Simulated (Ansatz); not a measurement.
`OBC[SiH3]` + H₂ → `CBO` + SiH₄ at 500 K and 1 bar (hydrogenolysis of a C–Si bond).

Gas-phase electronic energies from Ansatz, PBE0-D4/def2-TZVP geometries. CBS: MP2 limit from def2 TZ/QZ plus the TZ coupled-cluster correction, frozen cores. This one scheme is used for every species. Each species was taken in one conformer, which may not be the lowest.

| species | CCSD(T)/CBS energy (Eh) | H − E (kJ/mol) | S (J/(mol·K)) |
| --- | --- | --- | --- |
| `OBC[SiH3]` | -431.36750 | 253.8 | 388.5 |
| H₂ | -1.17544 | 41.0 | 145.5 |
| `CBO` | -141.08489 | 198.4 | 313.3 |
| SiH₄ | -291.46306 | 102.4 | 230.9 |

H − E and S are ideal-gas, rigid-rotor, harmonic terms from PBE0-D4/def2-TZVP, for one conformer and one mirror image of each species. For small species the MP2-based limit differs from directly extrapolated CCSD(T) by up to some mEh (0.8 for H₂); such offsets cancel only in part. 1 Eh = 2625.50 kJ/mol, R = 8.31446 J/(mol·K).

Task: By hand: ΔE, ΔH, ΔS and ΔG.

Result: ΔE = (-141.08489) + (-291.46306) − (-431.36750) − (-1.17544) = -0.00501 Eh = -13.2 kJ/mol. Δ(H − E) = 198.4 + 102.4 − 253.8 − 41.0 = 6.0, so ΔH = -7.2 kJ/mol. ΔS = 313.3 + 230.9 − 388.5 − 145.5 = 10.2 J/(mol·K). ΔG = -7.2 − 500 × (10.2)/1000 = -12.3 kJ/mol.

Task: By hand: the equilibrium constant, and the temperature at which ΔG would vanish if ΔH and ΔS stayed fixed.

Result: log₁₀ K = −ΔG/(RT ln 10) = 1.3. ΔH and −TΔS have one sign here, so there is no such temperature.

TΔS isn't small against ΔH here. A doubt of 5 kJ/mol in ΔE shifts log₁₀ K by 0.5 here. Other conformers and mirror images would add mixing entropy, several J/(mol·K) or more a flexible species. These are equilibria of isolated gas molecules and say nothing of rates. Largest T1 diagnostic: 0.012 (customary marks: 0.02 for closed shells, 0.045 for open ones).

ΔS is within the doubt of such terms, so its sign, and with it that verdict, could turn.
